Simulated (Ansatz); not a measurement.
Ansatz (a quantum-chemistry and plane-wave program) input (CCSD(T)/STO-3G):

Ansatz 0.2 input:
```yaml
crystal:
  periodic: [false, false, false]
  atoms:
    - {symbol: C, position_ang: [2.53298170, -0.59376245, 0.13118558]}
    - {symbol: C, position_ang: [1.17037312, -0.04312065, -0.09597851]}
    - {symbol: C, position_ang: [0.70750739, 1.04047207, -0.78030251]}
    - {symbol: C, position_ang: [-0.69704127, 1.14332660, -0.69973008]}
    - {symbol: C, position_ang: [-1.10014942, 0.07031666, 0.07004983]}
    - {symbol: N, position_ang: [0.02743862, -0.63309673, 0.42581128]}
    - {symbol: C, position_ang: [-2.46145257, -0.35284147, 0.50222335]}
    - {symbol: H, position_ang: [2.63489185, -1.60942945, -0.26292008]}
    - {symbol: H, position_ang: [2.79074293, -0.62263462, 1.19420485]}
    - {symbol: H, position_ang: [3.26746122, 0.03288932, -0.37175423]}
    - {symbol: H, position_ang: [-1.34322307, 1.88676055, -1.13408449]}
    - {symbol: H, position_ang: [0.02348699, -1.46581572, 0.99016828]}
    - {symbol: H, position_ang: [-2.71486996, -1.35199471, 0.13496127]}
    - {symbol: H, position_ang: [-3.20485194, 0.34077726, 0.11200302]}
    - {symbol: H, position_ang: [-2.55902208, -0.36522010, 1.59205635]}
basis:
  gaussian:
    orbitals: STO-3G
magnetization: {spin_polarized: true, initial_magnetization: 1}
correlation: {method: ccsd_t, electrons: outside_noble_gas}
```

End of the output:

```
mean field evaluation 16: about -7692.0729 eV, gradient 2.3e0 eV
mean field evaluation 32: about -7693.9542 eV, gradient 3.6e-1 eV
mean field evaluation 64: about -7691.2637 eV, gradient 2.6e-3 eV
mean field evaluation 96: about -7690.3159 eV, gradient 7.7e0 eV
mean field evaluation 128: about -7670.3112 eV, gradient 6.9e0 eV
mean field evaluation 160: about -7689.4265 eV, gradient 8.2e-1 eV
mean field evaluation 192: about -7691.1508 eV, gradient 1.5e0 eV
mean field evaluation 224: about -7686.8817 eV, gradient 6.8e0 eV
mean field evaluation 256: about -7686.3433 eV, gradient 3.1e-2 eV
mean field evaluation 288: about -7686.0459 eV, gradient 2.8e0 eV
mean field evaluation 320: about -7685.6460 eV, gradient 1.6e1 eV
mean field -7693.96591398 eV, -282.7480321812 hartree, gradient 1.6e-6 eV, S^2 1.280882; 5 other end points of the search recorded, 0 dependent functions left out
determinant -7693.96591398 eV, -282.7480321812 hartree, with singles and doubles -7705.97708734 eV, -283.1894346610 hartree
determinant -7691.26365967 eV, -282.6487261670 hartree, with singles and doubles -7702.92716536 eV, -283.0773520956 hartree
7 core orbitals not correlated
reference -7693.96591398 eV, -282.7480321812 hartree; 19, 18 occupied and 17, 18 virtual orbitals, 609 factors
second order -8.96848123 eV of doubles, -0.00000000 eV of singles
coupled cluster: 0.23 GiB planned
cycle   1  -12.01279406 eV  change   -1.6e-3 eV  update   3.7e-3
cycle   2  -12.01553684 eV  change   -2.7e-3 eV  update   2.7e-3
cycle   3  -12.01708145 eV  change   -1.5e-3 eV  update   1.3e-3
cycle   4  -12.01865364 eV  change   -1.6e-3 eV  update   7.1e-4
cycle   5  -12.02070804 eV  change   -2.1e-3 eV  update   2.7e-4
cycle   6  -12.02186160 eV  change   -1.2e-3 eV  update   1.2e-4
cycle   7  -12.02190674 eV  change   -4.5e-5 eV  update   4.4e-5
cycle   8  -12.02183522 eV  change    7.2e-5 eV  update   1.9e-5
cycle   9  -12.02180705 eV  change    2.8e-5 eV  update   9.4e-6
coupled cluster: 0.23 GiB planned
perturbative correction -0.25739713 eV, -0.0094591701 hartree
Total energy: -7706.24511816 eV, -283.1992846118 hartree
```

It need not be the lowest isomer of its formula.

The determinant is spin-contaminated: <S^2> is 1.28 against 0.75 for a pure state.
